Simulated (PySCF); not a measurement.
**Static response to an electric field**

Compound: C5H7FO3.
Geometry (GFN2-xTB, Å), atoms numbered from 1 in this order:
```xyz
16
C5H7FO3 angstrom
O      3.487    0.431    0.001
C      2.318    0.201    0.004
O      1.666    0.027   -1.152
C      0.272   -0.242   -1.202
C     -0.451    0.404   -0.023
C     -1.938    0.072   -0.016
F     -2.125   -1.285    0.046
C      0.257   -0.126    1.222
O      1.652    0.137    1.163
H     -0.067    0.157   -2.162
H      0.112   -1.327   -1.192
H     -0.336    1.492   -0.074
H     -2.435    0.499    0.860
H     -2.424    0.416   -0.934
H      0.096   -1.208    1.313
H     -0.094    0.362    2.135
```

Level: B3LYP/def2-SVPD (PySCF), static field, nuclei fixed, core orbitals frozen in the response. The polarisability tensor in these axes (au):

```
x   85.11  3.83 -0.06
y    3.83 56.08  0.49
z   -0.06  0.49 65.85
```

Problem. Give the principal values, the mean and the anisotropy Δα = √{½[(α1 − α2)² + (α2 − α3)² + (α1 − α3)²]}.

Solution. Principal values 55.56, 65.88 and 85.60 au; mean 69.01 au = 10.23 Å³ = 11.38 × 10⁻⁴⁰ C²·m²/J; Δα = 26.44 au (38 % of the mean).

Problem. What is the dipole moment, and where does it point?

Solution. (-5.89, 0.64, -0.07) D, 5.92 D in size, pointing from the negative to the positive side. Measured along this direction, the outermost atoms are O1 at the negative end and H14 and H13 at the positive end.

Problem. Traceless (Buckingham) quadrupole moment about the centre of nuclear charge: eigenvalues?

Solution. -21.41, 9.26, 12.15 D·Å. The values depend on the origin, since the dipole doesn't vanish. The electronic extent ⟨r²⟩ about the same centre is 1242 bohr², a root-mean-square distance of 2.23 Å for the 70 electrons.

Problem. How large is μ²/3kT at 298 K beside α?

Solution. In Gaussian units μ²/3kT = 284.28 Å³ against 10.23 Å³, a ratio of 27.80; the Debye molar polarisation (4π/3)N_A(α + μ²/3kT) is 742.9 cm³/mol, leaving out the vibrational part.

Problem. Give the principal axes and the span of the nuclei along them.

Solution. Largest value along (0.99, 0.13, 0.00), where the nuclei span 5.86 Å; middle along (-0.01, 0.05, 1.00), 4.30 Å; least along (-0.13, 0.99, -0.05), 2.80 Å. The response follows the extents in order.

Problem. What molar refraction does this α imply?

Solution. Lorentz–Lorenz: R = (4π/3)N_A α = 2.5225 cm³/(mol·Å³) × 10.23 Å³ = 25.8 cm³/mol, in the limit of long wavelengths.

The structure is a single GFN2-xTB conformer in the gas phase; no vibrational or solvent corrections.

The run behind these numbers computed excited states as well. Hardware: Intel Xeon at 2.50 GHz, one thread, no GPU, on a shared host. Cost: 2.2 min (grids of density and orbitals included), 1.0 GiB resident at most.
